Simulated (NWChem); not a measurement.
C5H6; SMILES C#CC1CC1

Give the equilibrium geometry at PBE0/def2-SVP (NWChem) as a list of bonds and angles, with the point group.

point group Cs; any orientation.
Bonded distances (Å): C1–C2 1.212, C1–H6 1.074, C2–C3 1.438, C3–C4 1.512, C3–C5 1.512, C3–H7 1.096, C4–C5 1.491, C4–H8 1.093, C4–H9 1.093, C5–H10 1.093, C5–H11 1.093. Bond angles (°): C2–C1–H6 179.9, C1–C2–C3 180.0, C2–C3–C4 120.3, C2–C3–C5 120.3, C2–C3–H7 114.3, C4–C3–C5 59.1, C4–C3–H7 116.1, C5–C3–H7 116.1, C3–C4–C5 60.5, C3–C4–H8 117.0, C3–C4–H9 117.0, C5–C4–H8 118.4, C5–C4–H9 118.8, H8–C4–H9 114.6, C3–C5–C4 60.5, C3–C5–H10 117.0, C3–C5–H11 117.0, C4–C5–H10 118.8, C4–C5–H11 118.4, H10–C5–H11 114.6.
